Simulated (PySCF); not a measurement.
Atomic charges against the basis set

Species: B2H7NOSi.
SMILES with atom numbers: `[BH2:1][NH:2][BH:3][O:4][SiH3:5]` (hydrogens: H6, H7 on B1; H8 on N2; H9 on B3; H10, H11, H12 on Si5)

PBE0 throughout (PySCF), one geometry, spherical d and f functions. The structure is a single PBE0-D3(BJ)/def2-SVP conformer in the gas phase; no vibrational or solvent corrections. Atoms taken as equivalent share a column and are averaged. The first 7 of 9 kinds of atom are listed.

Mulliken charges (e):

```tsv
basis	functions	B1	N2	B3	O4	Si5	H6/H7	H8
STO-3G	36	+0.172	-0.444	+0.298	-0.390	+0.677	-0.060	+0.205
6-31G	63	+0.248	-0.744	+0.588	-0.766	+0.810	-0.048	+0.339
pcSseg-0	63	+0.186	-0.867	+0.643	-0.844	+0.769	+0.010	+0.337
6-31G*	88	+0.090	-0.544	+0.372	-0.525	+0.571	-0.022	+0.345
cc-pVDZ	109	-0.068	+0.102	+0.054	-0.283	+0.419	-0.042	+0.096
def2-SVP	109	-0.004	-0.040	+0.094	-0.350	+0.553	-0.039	+0.146
aug-cc-pVDZ	182	-1.203	+0.055	-0.016	-0.787	-0.280	+0.544	-0.033
6-311+G(2d,p)	185	+0.124	-0.551	+0.649	-0.964	+0.681	-0.014	+0.266
def2-TZVP	203	-0.025	-0.279	+0.199	-0.328	+0.280	+0.003	+0.222
cc-pVTZ	252	-0.102	-0.022	+0.077	-0.245	+0.265	-0.006	+0.152
IGLO-III	254	+0.235	-0.554	+0.498	-0.602	+0.905	-0.066	+0.225
```

IAO charges (e):

| basis | functions | B1 | N2 | B3 | O4 | Si5 | H6/H7 | H8 |
| --- | --- | --- | --- | --- | --- | --- | --- | --- |
| STO-3G | 36 | +0.060 | -0.412 | +0.217 | -0.475 | +0.791 | -0.011 | +0.225 |
| 6-31G | 63 | +0.029 | -0.442 | +0.288 | -0.583 | +0.700 | +0.003 | +0.277 |
| pcSseg-0 | 63 | +0.019 | -0.417 | +0.274 | -0.574 | +0.698 | +0.001 | +0.272 |
| 6-31G* | 88 | +0.055 | -0.456 | +0.325 | -0.624 | +0.840 | -0.004 | +0.270 |
| cc-pVDZ | 109 | +0.030 | -0.439 | +0.307 | -0.615 | +0.830 | +0.002 | +0.274 |
| def2-SVP | 109 | +0.040 | -0.435 | +0.307 | -0.613 | +0.850 | -0.003 | +0.272 |
| aug-cc-pVDZ | 182 | +0.033 | -0.450 | +0.310 | -0.623 | +0.833 | +0.002 | +0.278 |
| 6-311+G(2d,p) | 185 | +0.039 | -0.457 | +0.317 | -0.635 | +0.868 | +0.001 | +0.280 |
| def2-TZVP | 203 | +0.040 | -0.458 | +0.321 | -0.639 | +0.879 | +0.001 | +0.279 |
| cc-pVTZ | 252 | +0.039 | -0.458 | +0.320 | -0.635 | +0.864 | +0.001 | +0.279 |
| IGLO-III | 254 | +0.038 | -0.459 | +0.320 | -0.638 | +0.876 | +0.002 | +0.280 |

Some averages cover members that differ in this geometry, most widely: H6/H7, Mulliken in aug-cc-pVDZ +0.455 to +0.634 e.

Question: Which scheme is steadiest as the basis changes?

Answer: Largest range over the bases for any column: IAO 0.18 e, Mulliken 1.45 e. IAO charges move least and Mulliken charges most, counted in e. Without the minimal STO-3G basis the ranges are IAO 0.18, Mulliken 1.45 e.

Question: How much do the charges still move between the two largest bases, cc-pVTZ and IGLO-III?

Answer: At most, over all atoms: Mulliken 0.640 e, IAO 0.013 e.

Question: What do the same runs give for the total energy, the frontier levels and the dipole moment?

Answer: 
```json
{"basis": "STO-3G", "energy (Eh)": "-467.4572", "HOMO (eV)": "-5.62", "LUMO (eV)": "2.84", "μ (D)": "3.00"}
{"basis": "6-31G", "energy (Eh)": "-473.0525", "HOMO (eV)": "-8.54", "LUMO (eV)": "-0.25", "μ (D)": "2.08"}
{"basis": "pcSseg-0", "energy (Eh)": "-472.4111", "HOMO (eV)": "-8.82", "LUMO (eV)": "-0.49", "μ (D)": "2.08"}
{"basis": "6-31G*", "energy (Eh)": "-473.1449", "HOMO (eV)": "-8.62", "LUMO (eV)": "-0.26", "μ (D)": "1.74"}
{"basis": "cc-pVDZ", "energy (Eh)": "-473.1724", "HOMO (eV)": "-8.71", "LUMO (eV)": "-0.51", "μ (D)": "1.71"}
{"basis": "def2-SVP", "energy (Eh)": "-472.9450", "HOMO (eV)": "-8.79", "LUMO (eV)": "-0.54", "μ (D)": "1.70"}
{"basis": "aug-cc-pVDZ", "energy (Eh)": "-473.1847", "HOMO (eV)": "-8.81", "LUMO (eV)": "-0.72", "μ (D)": "1.57"}
{"basis": "6-311+G(2d,p)", "energy (Eh)": "-473.2381", "HOMO (eV)": "-8.85", "LUMO (eV)": "-0.71", "μ (D)": "1.52"}
{"basis": "def2-TZVP", "energy (Eh)": "-473.2563", "HOMO (eV)": "-8.86", "LUMO (eV)": "-0.66", "μ (D)": "1.53"}
{"basis": "cc-pVTZ", "energy (Eh)": "-473.2518", "HOMO (eV)": "-8.84", "LUMO (eV)": "-0.64", "μ (D)": "1.56"}
{"basis": "IGLO-III", "energy (Eh)": "-473.2609", "HOMO (eV)": "-8.85", "LUMO (eV)": "-0.71", "μ (D)": "1.52"}
```

The dipole is fixed by the density alone, so its range of 1.48 D shows that the density itself changes with the basis, not only its division among atoms.
